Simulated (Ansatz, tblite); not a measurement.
Cost and result up the ladder for MoH₄ (5 atoms). Total charge 0; triplet. Geometry: r2SCAN-D4/def2-TZVP.

Cartesian coordinates in Å:
```
Mo 0.0000 0.0000 0.0000
H 1.1093 -0.8068 0.9849
H 0.7283 0.3779 -1.4759
H -0.4991 1.4220 0.7618
H -1.3386 -0.9932 -0.2709
```

Ansatz on 2 threads of AMD EPYC 7R13 on a shared host; xTB runs through tblite on one thread. Times are rough, summed over both states, and most runs start from the orbitals of an earlier one. PBE0-D4/def2-TZVP serves as the yardstick here, not as an exact answer. The other state is a doublet.

In the def2 sets Mo takes a core potential; there is no spin–orbit coupling. The xTB rows come from tblite. Correlated methods freeze no core orbitals; core or outer-core shells of Mo are correlated, in sets that lack core-valence functions.

Run but left out: MP2/def2-TZVPP (charge +1 doublet: ⟨S²⟩ 0.95, where a pure state has 0.75).

Correlated methods converge slowly with the basis.

Raw xTB energies of ions are shifted by several eV, and xTB has no spin-polarisation term.

```
              level  functions  vertical IE (eV)  difference from PBE0-D4/def2-TZVP (eV)                                     remarks
   PBE-D4/def2-TZVP         64              9.32                                   -0.17                                           –
r2SCAN-D4/def2-TZVP         64              9.51                                    0.02                                           –
  PBE0-D4/def2-TZVP         64              9.49                                    0.00                                           –
 CCSD(T)/def2-TZVPP        112              9.35                                   -0.14  spin-contaminated (⟨S²⟩ 0.95) (+1 doublet)
           GFN1-xTB         17             13.13                                    3.64                                           –
           GFN2-xTB         13             13.78                                    4.29                                           –
```

Q: Estimate how long each takes.

A: GFN2-xTB 0.003 s; GFN1-xTB 0.005 s; PBE-D4/def2-TZVP 1.8 s; r2SCAN-D4/def2-TZVP 2.9 s; PBE0-D4/def2-TZVP 8.3 s; CCSD(T)/def2-TZVPP 35 s. On shared hardware such times vary by a factor of up to 3.
